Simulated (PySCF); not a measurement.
MgHCl, SMILES [MgH][Cl]. The structure is a stationary point at r2SCAN-D4/def2-TZVPD.

Computed equilibrium geometry at r2SCAN-D4/def2-TZVPD (PySCF confirms it by a frequency run) as a Z-matrix, and its point group:
point group C∞v.
```
Mg
H 1 1.6880
Cl 1 2.1897 2 180.00
```
Charge 0, spin multiplicity 1.
